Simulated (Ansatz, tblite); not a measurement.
Cost and result up the ladder for W(NH)2Cl2 (WN2Cl2H2) (7 atoms). Total charge 0; singlet. Geometry: PBE-D4/def2-SVP.

Cartesian coordinates in Å:
```
W 0.169 -0.127 0.446
N -0.655 -1.206 -0.668
H -1.127 -1.446 -1.546
N 0.301 1.472 -0.270
H 0.163 2.170 -1.008
Cl 2.309 -0.932 0.727
Cl -1.160 0.069 2.319
```

Ansatz on 4 threads of Arm Neoverse V2 on a shared host; xTB runs through tblite on one thread. Times are rough, summed over both states, and most runs start from the orbitals of an earlier one. PBE0-D4/def2-TZVP serves as the yardstick here, not as an exact answer. The other state is a triplet.

In the def2 sets W takes a core potential; there is no spin–orbit coupling. The xTB rows come from tblite.

xTB has no spin-polarisation term.

```json
{"level": "GFN1-xTB", "functions": "39", "wall time": "0.01 s", "vertical triplet (eV)": "3.93", "difference from PBE0-D4/def2-TZVP (eV)": "0.33"}
{"level": "GFN2-xTB", "functions": "37", "wall time": "0.013 s", "vertical triplet (eV)": "2.88", "difference from PBE0-D4/def2-TZVP (eV)": "-0.72"}
{"level": "PBE-D4/def2-TZVP (with forces)", "functions": "188", "wall time": "6.9 s", "vertical triplet (eV)": "3.66", "difference from PBE0-D4/def2-TZVP (eV)": "0.07"}
{"level": "r2SCAN-D4/def2-TZVP", "functions": "188", "wall time": "15 s", "vertical triplet (eV)": "3.62", "difference from PBE0-D4/def2-TZVP (eV)": "0.03"}
{"level": "PBE0-D4/def2-TZVP", "functions": "188", "wall time": "15 s", "vertical triplet (eV)": "3.60", "difference from PBE0-D4/def2-TZVP (eV)": "0.00"}
```
